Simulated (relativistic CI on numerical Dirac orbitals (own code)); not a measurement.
# Os7+: L2,3 absorption edge

Computed with this model: Dirac-Coulomb-Breit CI, separate exchange-only KLI orbitals for each configuration, model QED (radiative potential, 1s self-energy scaled to tabulated hydrogen-like ionisation energies), multiplet model of core-to-valence dipole absorption, unscaled Slater integrals; configurations [Xe] 4f14 5d → [He] 2s2 2p5 3s2 3p6 3d10 4s2 4p6 4d10 4f14 5s2 5p6 5d2; 10 K; Lorentzian 7.5 eV and Gaussian 1 eV FWHM. Energies are those of the free ion, without screening or charge transfer. The branching ratio is the share of the lower-energy edge in the whole absorption, uncertain by about 0.02 where the edges overlap. S is read from ⟨S²⟩ = S(S + 1).

free ion: ground-state S = 0.50, centroid 11242.18 eV, branching ratio 0.763. Peaks (eV, height): 10883.5 (100), 12396.0 (31).

The statistical ratio of this edge is 2/3 = 0.667. Values above it arise where the holes sit mainly in the j = l + 1/2 valence subshell or the ground state has high spin; values below it where core-valence Coulomb terms move weight to the upper edge, as in nearly empty shells. At deep edges of heavy elements the radial integrals of the two core levels differ, which raises the baseline.

Strongest unbroadened transitions for free ion:

```csv
Energy (eV),Relative strength
10880.09,3.7
10880.15,11.0
10881.66,24.3
10881.89,58.8
10882.93,20.2
10883.32,1.3
10883.39,81.4
10883.49,100.0
10883.63,32.1
10884.03,88.5
10884.90,83.1
10885.30,6.8
12395.12,24.8
12395.62,96.3
12397.77,22.6
12398.14,9.2
12398.21,1.7
12403.91,4.2
```
